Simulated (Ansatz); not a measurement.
FGaH₄Si (`F[SiH2][GaH2]`), charge 0, multiplicity 1.

(1) Give a relaxed structure at PBE0-D4/def2-TZVP (the Gaussian-basis code of Ansatz). (Best estimate.)

Answers

(1) The calculation gave: 
Cartesian coordinates in Å:
```
F 1.7061 0.3143 -1.3541
Si 0.9465 -0.3704 -0.1101
Ga -1.2943 0.4953 0.1637
H 0.9389 -1.8403 -0.3559
H 1.7796 -0.1255 1.1012
H -1.8971 1.5945 -0.7805
H -2.1797 -0.0679 1.3357
```
Point group Cs.
